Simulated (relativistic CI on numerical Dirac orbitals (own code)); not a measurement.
## Radial parameters of Sm¹⁷⁺

Method of calculation: Dirac-Coulomb-Breit CI, separate exchange-only KLI orbitals for each configuration, model QED, unscaled Slater integrals (own radial code, finite nucleus).

Slater integrals F^k, G^k are unscaled and averaged over j, outside the closed core [Ar] 3d10; ζ comes from projecting the Hamiltonian with its Breit term on Σ l·s of the shell.

- 4s²4p⁶4d⁹: ζ(4d) = 17738 cm⁻¹; <r>(4d) = 0.6145, <r^2>(4d) = 0.4323 (bohr units).
- 4s²4p⁵4d¹⁰: ζ(4p) = 158200 cm⁻¹; <r>(4p) = 0.5851, <r^2>(4p) = 0.3875 (bohr units).
- 4s²4p⁶4d⁸4f: F^2(4d,4d) = 164780, F^4(4d,4d) = 111390, ζ(4d) = 17772, F^2(4d,4f) = 159290, F^4(4d,4f) = 104090, G^1(4d,4f) = 181200, G^3(4d,4f) = 118980, G^5(4d,4f) = 85694, ζ(4f) = 2006.8 cm⁻¹; <r>(4d) = 0.6143, <r^2>(4d) = 0.4321, <r>(4f) = 0.6364, <r^2>(4f) = 0.4689 (bohr units).

(1) Give the Racah parameters of the d shell in 4s²4p⁶4d⁸4f.

Averages of the first 10 configurations, taken without configuration mixing, which lowers the lowest level and can move excited configurations by several eV; other configurations of the list can lie among them:

```csv
Configuration,Parity,States,Average energy above the lowest level (eV)
4s²4p⁶4d⁹,even,10,3.6
4s²4p⁵4d¹⁰,odd,6,141.4
4s²4p⁶4d⁸4f,odd,630,142.6
4s4p⁶4d¹⁰,even,2,234.8
4s²4p⁵4d⁹4f,even,840,278.7
4s²4p⁶4d⁸5s,even,90,167.9
4s²4p⁶4d⁸5p,odd,270,201.0
4s4p⁶4d⁹4f,odd,280,372.4
4s²4p⁶4d⁷4f5s,odd,3360,307.7
4s²4p⁶4d⁸5d,even,450,249.1
```

Answers

(1) B = F²/49 − 5F⁴/441 = 2100 cm⁻¹ and C = 35F⁴/441 = 8840 cm⁻¹.
